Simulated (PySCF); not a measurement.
**Electronic absorption of C2H10O3Si4**

C2H10O3Si4.
SMILES: `C#C[SiH2]O[SiH](O[SiH3])O[SiH3]`

Theory: PySCF 2.14.0, density-fitted response routines, TDDFT CAM-B3LYP/def2-SVPD, vertical, gas phase, core orbitals frozen in the response. The structure is a single PBE0-D3(BJ)/def2-SVP conformer in the gas phase; no vibrational or solvent corrections. Torsions of this conformer, `[CH:1]#[C:2][SiH2:3][O:4][SiH:5]([O:6][SiH3:7])[O:8][SiH3:9]`: C2–Si3–O4–Si5 22°, Si3–O4–Si5–O6 -78°, O4–Si5–O6–Si7 20°, O4–Si5–O8–Si9 -99°.

**Question.** List the vertical singlet excitations with oscillator strengths and describe the spectrum.

**Answer.** 

| state | E (eV) | E (hartree) | f | \|μ\| (D) | main configurations (H = HOMO, L = LUMO) |
| --- | --- | --- | --- | --- | --- |
| S1 | 5.83 | 0.2144 | 0.0003 | 0.11 | H→L (72%) |
| S2 | 6.19 | 0.2276 | 0.0008 | 0.19 | H-1→L (43%), H→L+1 (35%) |
| S3 | 6.28 | 0.2308 | 0.0003 | 0.12 | H-1→L+1 (73%) |
| S4 | 7.47 | 0.2746 | 0.0006 | 0.14 | H-2→L (40%), H-6→L (25%) |
| S5 | 7.73 | 0.2839 | 0.0002 | 0.09 | H-2→L+2 (34%), H-3→L+2 (8%) |
| S6 | 7.74 | 0.2845 | 0.0003 | 0.11 | H-3→L+2 (26%), H-2→L+1 (12%), H-2→L+4 (12%) |
| S7 | 7.89 | 0.2899 | 0.0048 | 0.40 | H-4→L+2 (20%), H-3→L+4 (8%) |
| S8 | 7.91 | 0.2907 | 0.0007 | 0.15 | H-5→L+2 (13%), H-4→L+2 (11%) |
| S9 | 8.14 | 0.2991 | 0.043 | 1.18 | H→L+2 (26%), H→L+3 (19%), H→L+5 (11%) |
| S10 | 8.19 | 0.3010 | 0.086 | 1.66 | H-7→L (25%), H-4→L (14%) |

Triplets (Tamm–Dancoff): T1 4.87 eV, H-1→L (40%), H→L+1 (28%); T2 5.30 eV, H→L (53%), H-1→L+1 (20%); T3 5.34 eV, H→L+1 (41%), H-1→L (31%); T4 6.00 eV, H-1→L+1 (56%), H→L (22%).

The lowest singlet comes at 213 nm (563 kJ/mol) in the ultraviolet; it is dark (f under 0.0005); its leading configuration is HOMO→LUMO (72%). The most intense listed level is S10 at 8.19 eV (151 nm, f = 0.086), 2.36 eV above S1. It is the last of those listed, so stronger ones may follow. Löwdin shares by element: HOMO carbon 66%, silicon 9% or more, hydrogen 6% or more (atoms not listed hold the other 19%); LUMO carbon 44%, silicon 20% or more, oxygen 7% or more (atoms not listed hold the other 29%). Weighted by f, the mean energy of these states is 8.13 eV. The listed states span 2.36 eV, and the widest gap between neighbours is 1.19 eV (S3 to S4). Orbital energies (eV): HOMO-3 -10.33, HOMO-2 -10.16, HOMO-1 -10.02, HOMO -9.80, LUMO 0.30, LUMO+1 0.73, LUMO+2 0.96. The vertical ionisation energy (ΔSCF) is 10.56 eV, 2.37 eV above S10. The window holds the lowest 10 singlets.
